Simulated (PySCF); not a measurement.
Al(H)(NCO)2 (C2HAlN2O2), SMILES O=C=[N][AlH][N]=C=O. Atoms are numbered in the order given.

```xyz
8

Al     0.0000     0.0000     1.1440
H      0.0000     0.0000     2.7083
N      0.0000     1.5126     0.2269
C      0.0000     2.5402    -0.3968
O      0.0000     3.5389    -0.9997
N      0.0000    -1.5126     0.2269
C      0.0000    -2.5402    -0.3968
O      0.0000    -3.5389    -0.9997
```
Charge 0, spin multiplicity 1.

Geometry: PBE0-D3(BJ)/def2-SVP. The structure was generated by enumeration; whether it is a known compound was not checked. The values are those of a single conformer.

Two levels are set side by side: PBE/pcSseg-1 (PySCF) and B3LYP/pcSseg-1 (PySCF). GIAO shifts against H2O (¹⁷O), NH3 (¹⁵N), TMS (¹H), TMS (¹³C) at the same level; non-relativistic, no solvent, atoms listed together averaged. Differences are taken from unrounded values.

| quantity | PBE |
|---|---|
| δ(¹H) of H2 (ppm) | 4.23 |
| δ(¹⁵N) of N3, N6 (ppm) | 66.1 |
| δ(¹³C) of C4, C7 (ppm) | 123.7 |
| δ(¹⁷O) of O5, O8 (ppm) | 145.8 |

**Question.** These are the PBE values. What does B3LYP give? (An estimate is asked for; the answer gives what the named calculation found.)

**Answer.** 
| quantity | B3LYP | PBE minus B3LYP |
|---|---|---|
| δ(¹H) of H2 (ppm) | 4.10 | 0.13 |
| δ(¹⁵N) of N3, N6 (ppm) | 60.2 | 6.0 |
| δ(¹³C) of C4, C7 (ppm) | 128.0 | -4.3 |
| δ(¹⁷O) of O5, O8 (ppm) | 140.8 | 5.0 |

Rough cost on one machine, each run with all the roots and properties that it gave: B3LYP against PBE within a factor of 2.
